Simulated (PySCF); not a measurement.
## Ionisation energy of C⁴⁺ by level of theory

C⁴⁺ 1s2 (1S) → C⁵⁺ 1s1 (2S), as a difference of total energies. All numbers are calculated (PySCF 2.14, no relativity, point nucleus, in an even-tempered Gaussian basis (15 s from 1.2 bohr⁻², ratio 2.2; 7 p from 1.9 bohr⁻², ratio 2.4; 4 d from 5.8 bohr⁻², ratio 2.4; 3 f from 8.8 bohr⁻², ratio 2.4; 3 g from 13 bohr⁻², ratio 2.4)). Correlated levels: nothing frozen; virtual orbitals above 40 to 60 times the deepest correlated orbital energy dropped. The calculations carry no spin-orbit coupling.

**Question.** Order these methods by the ionisation energy they give, lowest first.
A. MP2 (all electrons)
B. PBE0
C. SCS-MP2 (all electrons)
D. LDA

**Answer.** D (388.09 eV), B (391.38 eV), A (391.95 eV), C (392.18 eV).

For comparison: 392.09 eV (theoretical estimate listed by NIST; NIST Atomic Spectra Database, ionization energies).
